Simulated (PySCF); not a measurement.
2 AsH₃ → AsH₂ + AsH₄

Level: PBE0 in the def2-TZVP basis family, all electrons, no relativity, computed in PySCF with density fitting; open shells unrestricted.

```tsv
species	state and structure	E (Eh)	ZPE (kJ/mol)	H(298 K) − H(0) (kJ/mol)	S° (J/(mol K))
AsH₃	singlet, C3v, As–H 1.522 Å (×3); H–As–H 92.0° (×3)	-2237.38492	57.6	10.2	222.9
AsH₂	doublet, C2v, As–H 1.526 Å (×2); H–As–H 90.7°	-2236.76162	32.4	10.0	225.3
AsH₄	doublet, C2v, As–H 1.511 Å (×2), As–H 1.654 Å (×2); H–As–H 92.2° (×4), H–As–H 96.5°, H–As–H 173.2°	-2237.89559	69.1	11.0	239.7
```

**Question.** What is the electronic reaction energy?

**Answer.** At PBE0/def2-TZVP, ΔE = 295.7 kJ/mol from the differences of the total energies times 2625.5, uphill. The bond broken in AsH₃ is stronger than the one that a second molecule gains.

**Question.** Add zero-point, thermal and entropy terms for 298.15 K and 1 bar.

**Answer.** ΔZPE = -13.7 and Δ[H(298) − H(0)] = 0.6 kJ/mol give ΔH° = 282.6 kJ/mol. ΔS° = 19.2 J/(mol K), so ΔG° = 282.6 − 298.15 × (0.0192) = 277 kJ/mol.

Only the bonding shown was studied: isomers, or loss of a ligand pair, can lie lower.
